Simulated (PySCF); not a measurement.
Species: Si(vinyl)2(OSiMe3)2, C10H24O2Si3.
Bonds: Si1–C2, Si1–C7, Si1–O12, Si1–O26, C2–C3, C7–C8, O12–Si13, Si13–C14, Si13–C15, Si13–C16, O26–Si27, Si27–C28, Si27–C29, Si27–C30. Hydrogens: H4 on C2; H5, H6 on C3; H9 on C7; H10, H11 on C8; H17, H18, H19 on C14; H20, H21, H22 on C15; H23, H24, H25 on C16; H31, H32, H33 on C28; H34, H35, H36 on C29; H37, H38, H39 on C30.

Method: PBE0-D3(BJ)/def2-SVP geometry optimisation, gas phase in PySCF 2.14.0; density fitting, grid level 1; the optimiser is geomeTRIC in internal coordinates, started from a GFN2-xTB structure with every atom displaced at random (about 0.03 Å).

Step 1: E = -38450.2073 eV
```
atom  x, y, z in Å  |  force x, y, z in eV/Å
Si1     1.2187   -0.7299    0.3953   -0.734   0.806  -0.252
C2      0.8120   -1.2544    2.1361    0.443  -0.097  -0.102
C3     -0.1348   -2.1304    2.4871    0.141   0.172  -0.059
H4      1.4451   -0.8074    2.9139   -0.105   0.003   0.166
H5     -0.7499   -2.6090    1.7190   -0.116  -0.082   0.070
H6     -0.3188   -2.3871    3.5361   -0.098  -0.078  -0.047
C7      2.8689   -1.2600   -0.2440   -0.040  -0.272   0.404
C8      3.6761   -2.1039    0.4119    0.223  -0.048  -0.173
H9      3.1894   -0.8320   -1.2020    0.096  -0.059  -0.001
H10     3.4468   -2.5792    1.3749   -0.278   0.181  -0.054
H11     4.6522   -2.3901    0.0116    0.136   0.009  -0.105
O12     1.2267    0.9341    0.3535   -0.055  -0.332  -0.061
Si13    0.4982    2.4196    0.6011    0.594  -0.202   0.594
C14    -0.7086    2.2731    2.0393    0.223   0.037  -0.324
C15    -0.3172    2.9743   -0.9749   -0.440   0.255  -0.121
C16     1.9279    3.5633    1.0610   -0.248  -0.286  -0.454
H17    -1.2536    3.2193    2.1777   -0.137  -0.070   0.046
H18    -0.1551    2.0542    2.9643    0.001  -0.017   0.030
H19    -1.4095    1.4451    1.8581   -0.148   0.073   0.060
H20    -1.2097    2.3762   -1.2195    0.108  -0.140  -0.030
H21    -0.6807    4.0138   -0.8910    0.140  -0.009   0.029
H22     0.3825    2.9271   -1.8210    0.026  -0.036  -0.046
H23     2.4652    3.1714    1.9343   -0.015   0.039   0.130
H24     2.6372    3.5734    0.2165    0.017   0.081   0.049
H25     1.5950    4.5907    1.2478    0.022   0.159   0.107
O26     0.0224   -1.2657   -0.6125    0.799  -0.183   0.515
Si27   -1.4067   -1.4348   -1.3965   -0.558   0.512  -0.921
C28    -2.7555   -0.5519   -0.4259   -0.105  -0.504  -0.177
C29    -1.7720   -3.2547   -1.6399   -0.072   0.111   0.426
C30    -1.2049   -0.5888   -3.0892    0.057  -0.524   0.581
H31    -3.7307   -0.6944   -0.9220    0.027   0.060  -0.004
H32    -2.5514    0.5239   -0.3821    0.028   0.129   0.127
H33    -2.8490   -0.9646    0.5900    0.048   0.138   0.087
H34    -1.9695   -3.7263   -0.6621   -0.006  -0.066  -0.067
H35    -2.6665   -3.3895   -2.2659    0.023  -0.060  -0.067
H36    -0.9152   -3.7718   -2.0932    0.001  -0.012  -0.103
H37    -0.8121    0.4239   -2.9305   -0.016   0.127  -0.122
H38    -0.4625   -1.1723   -3.6559    0.035   0.115  -0.124
H39    -2.1381   -0.5542   -3.6695   -0.018   0.072   0.000
```

Step 2: E = -38450.2827 eV
```
atom  x, y, z in Å  |  force x, y, z in eV/Å
Si1     1.2339   -0.7034    0.3905   -0.167   0.167  -0.083
C2      0.8597   -1.2518    2.1304    0.046  -0.112  -0.324
C3     -0.1173   -2.1245    2.3982   -0.051   0.004   0.291
H4      1.4599   -0.8362    2.9495   -0.062  -0.046   0.093
H5     -0.7434   -2.5689    1.6138    0.109   0.062  -0.007
H6     -0.3489   -2.4270    3.4255   -0.040  -0.057   0.015
C7      2.8825   -1.2815   -0.2339    0.334   0.075  -0.458
C8      3.6902   -2.1391    0.3991   -0.360   0.054   0.219
H9      3.2206   -0.8676   -1.1964   -0.036   0.017   0.025
H10     3.3240   -2.5350    1.3501    0.306  -0.283   0.186
H11     4.6764   -2.4732    0.0394   -0.252   0.118   0.023
O12     1.2634    0.9438    0.3506    0.063   0.014  -0.084
Si13    0.5301    2.4191    0.6034   -0.006  -0.064   0.060
C14    -0.7144    2.2465    1.9945    0.020   0.023  -0.041
C15    -0.2877    2.9653   -0.9892   -0.155   0.024   0.013
C16     1.8998    3.5979    1.0737    0.038   0.095   0.003
H17    -1.2938    3.1740    2.1338   -0.001  -0.042   0.012
H18    -0.1862    2.0267    2.9356   -0.044  -0.015   0.025
H19    -1.4152    1.4192    1.7990   -0.011   0.038   0.015
H20    -1.1488    2.3291   -1.2483    0.044  -0.035  -0.002
H21    -0.6621    3.9975   -0.9043    0.015   0.036   0.005
H22     0.4259    2.9312   -1.8245    0.045  -0.010  -0.050
H23     2.4233    3.2261    1.9714   -0.038   0.094  -0.052
H24     2.6331    3.6444    0.2527    0.027   0.034   0.034
H25     1.5343    4.6232    1.2665    0.048  -0.147   0.014
O26     0.0437   -1.2533   -0.6060    0.290  -0.135   0.198
Si27   -1.4046   -1.4117   -1.3918   -0.206   0.068  -0.064
C28    -2.7450   -0.5520   -0.3990    0.028  -0.024   0.040
C29    -1.7747   -3.2360   -1.5928    0.036   0.000   0.134
C30    -1.2238   -0.5964   -3.0605    0.038  -0.051  -0.019
H31    -3.7268   -0.6899   -0.8765   -0.051   0.026  -0.025
H32    -2.5443    0.5317   -0.3411   -0.037  -0.089   0.045
H33    -2.8136   -0.9522    0.6264    0.035   0.061  -0.035
H34    -1.9569   -3.7126   -0.6160    0.012  -0.019  -0.015
H35    -2.6729   -3.3880   -2.2114    0.014  -0.021  -0.033
H36    -0.9243   -3.7534   -2.0666   -0.064   0.021  -0.012
H37    -0.8464    0.4278   -2.9339   -0.021   0.096  -0.047
H38    -0.4883   -1.1534   -3.6571    0.066  -0.007  -0.104
H39    -2.1693   -0.5655   -3.6228   -0.012   0.026   0.004
```

Step 3: E = -38450.3266 eV
```
atom  x, y, z in Å  |  force x, y, z in eV/Å
Si1     1.2425   -0.6936    0.3789   -0.015  -0.123  -0.016
C2      0.8860   -1.2659    2.1188   -0.005   0.002   0.055
C3     -0.0839   -2.1348    2.4257   -0.057  -0.012  -0.058
H4      1.4851   -0.8546    2.9426    0.023   0.007  -0.003
H5     -0.7144   -2.5748    1.6439    0.009  -0.011   0.014
H6     -0.3039   -2.4459    3.4538    0.036   0.014  -0.006
C7      2.8872   -1.3003   -0.2370   -0.083   0.053   0.043
C8      3.6451   -2.1746    0.4331    0.226  -0.051  -0.133
H9      3.2543   -0.9056   -1.1967    0.014  -0.050   0.082
H10     3.3398   -2.6089    1.3924   -0.063   0.049  -0.005
H11     4.6202   -2.5055    0.0493   -0.074  -0.005   0.047
O12     1.2824    0.9489    0.3386    0.092   0.137  -0.032
Si13    0.5385    2.4169    0.5959   -0.173   0.024  -0.110
C14    -0.7244    2.2229    1.9658   -0.019   0.012   0.072
C15    -0.2871    2.9525   -1.0033    0.036  -0.033   0.027
C16     1.8768    3.6272    1.0735    0.072   0.098   0.087
H17    -1.3231    3.1375    2.1054    0.035   0.014  -0.002
H18    -0.2150    2.0016    2.9173   -0.039  -0.013   0.014
H19    -1.4210    1.3949    1.7597    0.033  -0.001  -0.018
H20    -1.1257    2.2895   -1.2675    0.002   0.013   0.010
H21    -0.6764    3.9791   -0.9184   -0.027   0.008  -0.011
H22     0.4341    2.9301   -1.8356    0.001   0.008   0.005
H23     2.3958    3.2777    1.9819   -0.008   0.044  -0.044
H24     2.6240    3.7031    0.2678    0.012   0.001   0.012
H25     1.4845    4.6410    1.2696    0.000  -0.122  -0.018
O26     0.0572   -1.2490   -0.6126   -0.053  -0.117  -0.011
Si27   -1.4012   -1.3882   -1.4010   -0.005  -0.058   0.182
C28    -2.7325   -0.5395   -0.3878    0.022   0.118   0.023
C29    -1.7800   -3.2134   -1.5828    0.023  -0.015  -0.021
C30    -1.2269   -0.5751   -3.0694    0.099   0.089  -0.160
H31    -3.7224   -0.6669   -0.8533   -0.019   0.008  -0.001
H32    -2.5318    0.5431   -0.3134   -0.037  -0.067  -0.004
H33    -2.7845   -0.9393    0.6379    0.023  -0.021  -0.037
H34    -1.9521   -3.6947   -0.6072    0.020   0.021   0.009
H35    -2.6814   -3.3699   -2.1965    0.000  -0.003  -0.008
H36    -0.9392   -3.7322   -2.0710   -0.026   0.006   0.004
H37    -0.8584    0.4575   -2.9576   -0.040  -0.014   0.002
H38    -0.4956   -1.1179   -3.6898   -0.016  -0.003   0.006
H39    -2.1802   -0.5419   -3.6191   -0.019  -0.008   0.004
```

**Question.** Estimate the geometry and energy of step 4. (The exact step hangs on the optimiser's Hessian estimate; all steps are aligned on step 3, rigid shifts and turns removed.)

**Answer.** E = -38450.3333 eV, largest force 0.088 eV/Å
```
atom  x, y, z in Å  |  force x, y, z in eV/Å
Si1     1.2439   -0.6963    0.3756   -0.038   0.023  -0.001
C2      0.8843   -1.2655    2.1163    0.003   0.013   0.033
C3     -0.0809   -2.1378    2.4287   -0.007  -0.018  -0.030
H4      1.4853   -0.8510    2.9374    0.009   0.009  -0.003
H5     -0.7105   -2.5902    1.6539   -0.002   0.006  -0.003
H6     -0.2886   -2.4456    3.4601    0.011   0.006  -0.001
C7      2.8908   -1.3078   -0.2296   -0.016   0.028   0.019
C8      3.6438   -2.1855    0.4424    0.035  -0.020  -0.025
H9      3.2657   -0.9191   -1.1867    0.010  -0.016   0.017
H10     3.3204   -2.6066    1.4020   -0.010   0.009  -0.006
H11     4.6151   -2.5318    0.0689   -0.020   0.006   0.012
O12     1.2844    0.9516    0.3325    0.046   0.001  -0.038
Si13    0.5341    2.4178    0.5959   -0.033   0.011   0.001
C14    -0.7135    2.2226    1.9826    0.017   0.011   0.027
C15    -0.3086    2.9504   -0.9936    0.012   0.000   0.014
C16     1.8765    3.6360    1.0639    0.006  -0.006   0.007
H17    -1.3076    3.1391    2.1266    0.011   0.008  -0.004
H18    -0.2007    1.9988    2.9316   -0.015  -0.010  -0.001
H19    -1.4096    1.3945    1.7782   -0.002  -0.001  -0.014
H20    -1.1464    2.2836   -1.2491    0.000  -0.001  -0.001
H21    -0.7054    3.9746   -0.9063   -0.009  -0.007  -0.003
H22     0.4047    2.9327   -1.8326    0.000   0.004   0.004
H23     2.4065    3.2950    1.9676   -0.007   0.013  -0.009
H24     2.6174    3.7184    0.2530    0.000   0.005   0.004
H25     1.4736    4.6426    1.2620   -0.011  -0.033  -0.008
O26     0.0597   -1.2565   -0.6165   -0.002  -0.087   0.014
Si27   -1.3977   -1.3879   -1.4065   -0.003   0.059  -0.043
C28    -2.7266   -0.5295   -0.3966    0.004   0.051  -0.022
C29    -1.7825   -3.2116   -1.5859   -0.003  -0.001  -0.015
C30    -1.2181   -0.5745   -3.0882    0.040  -0.026   0.041
H31    -3.7183   -0.6532   -0.8609    0.004  -0.001   0.006
H32    -2.5250    0.5512   -0.3211   -0.013  -0.021   0.003
H33    -2.7769   -0.9330    0.6269    0.011  -0.018  -0.004
H34    -1.9532   -3.6868   -0.6072    0.011   0.008   0.006
H35    -2.6855   -3.3669   -2.1980    0.001  -0.003   0.003
H36    -0.9453   -3.7350   -2.0737   -0.005   0.003  -0.002
H37    -0.8520    0.4584   -2.9787   -0.020   0.008   0.006
H38    -0.4882   -1.1206   -3.7066   -0.006  -0.003   0.006
H39    -2.1727   -0.5432   -3.6365   -0.010  -0.012   0.010
```

The energy changes by -0.0067 eV. The first-order estimate −F·Δx gives -0.0119 eV and the mean of the old and new forces, exact on a quadratic surface, -0.0069 eV. The step makes an angle of 80° with the force vector and moves no atom by more than 0.033 Å.

What follows is the cost of the whole optimisation. Hardware: 2 threads of an Intel Xeon Platinum 8488C, on a shared host. Cost: 24 min wall, 53 min CPU, 3.6 GiB resident at most.
